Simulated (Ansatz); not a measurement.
SnMeH3 (CH₆Sn). Charge 0, multiplicity 3. Geometry PBE-D4/def2-TZVP, that of the neutral singlet; atoms count from 1.

```xyz
8

Sn   -0.206   -0.429    0.876
C     0.240    0.500   -1.021
H    -0.352    0.028   -1.814
H     1.307    0.383   -1.250
H    -0.003    1.569   -0.978
H     0.738    0.291    2.124
H     0.151   -2.112    0.809
H    -1.874   -0.229    1.255
```

In the def2 sets Sn takes a core potential; there is no spin–orbit coupling. At PBE0-D4/def2-TZVP a singlet of charge 0 lies 6.55 eV below the triplet at the same geometry.

Estimate the Mulliken populations from the PBE0/def2-TZVP orbitals of Ansatz.


```tsv
atom	charge (e)	spin (α − β)
Sn1	-0.32	1.20
C2	-0.01	0.43
H3	0.12	0.08
H4	0.12	0.08
H5	0.12	0.08
H6	-0.01	0.05
H7	-0.01	0.05
H8	-0.01	0.05
```
Mulliken values depend strongly on the basis.

Where does the spin sit?

Summed by element: Sn 1.20, C 0.43, H 0.37, of 2 unpaired in all. Largest on single atoms: Sn1 1.20, C2 0.43, H3 0.08.
